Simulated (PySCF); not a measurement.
Atom-mapped SMILES (the numbers label the heavy atoms): `[CH3:1][CH2:2][c:3]1[cH:4][c:5]([CH3:6])[n:7][n:8][n:9]1`. Hydrogens are named by the atom that carries them.

- geometry: GFN2-xTB
- GIAO PBE0/pcSseg-1 shieldings
- run in PySCF 2.14.0 with density-fitted response routines
- one averaged value for each set of equivalent atoms, non-relativistic Hamiltonian, in vacuum, single conformer

Question: List the cross peaks expected in HSQC, COSY and HMBC spectra.

Answer: 

HSQC (one-bond C–H):
```
          δH          δC
7.09 (H(C4))  121.5 (C4)
3.00 (H(C2))   35.0 (C2)
2.88 (H(C6))   24.4 (C6)
1.37 (H(C1))   19.8 (C1)
```

COSY cross peaks (H two or three bonds apart, from the bond graph; peaks can be absent where the dihedral angle is near 90°):
```
          δH            δH
3.00 (H(C2))  1.37 (H(C1))
```

HMBC (two and three bonds, from the bond graph):
```
          δH                                            δC
7.09 (H(C4))  167.6 (C3), 161.9 (C5), 35.0 (C2), 24.4 (C6)
3.00 (H(C2))             167.6 (C3), 121.5 (C4), 19.8 (C1)
2.88 (H(C6))                        161.9 (C5), 121.5 (C4)
1.37 (H(C1))                         167.6 (C3), 35.0 (C2)
```

Shifts are taken against calculated references (same method and geometry level): ¹H, ¹³C against TMS.

Short H···H contacts in this conformer between protons four or more bonds apart (candidates for NOE cross peaks, intensity ∝ r⁻⁶): H(C2)···H(C4) 2.59 Å.

Shifts are as computed. Against solution values, carbons near 30 ppm lie about +3 ppm off and those near 130 ppm about +5 ppm. Of 1211 compounds with measured shifts, 218 miss one by over three times the rms of a fit or turn the order of signals round; such compounds aren't used in these exercises.
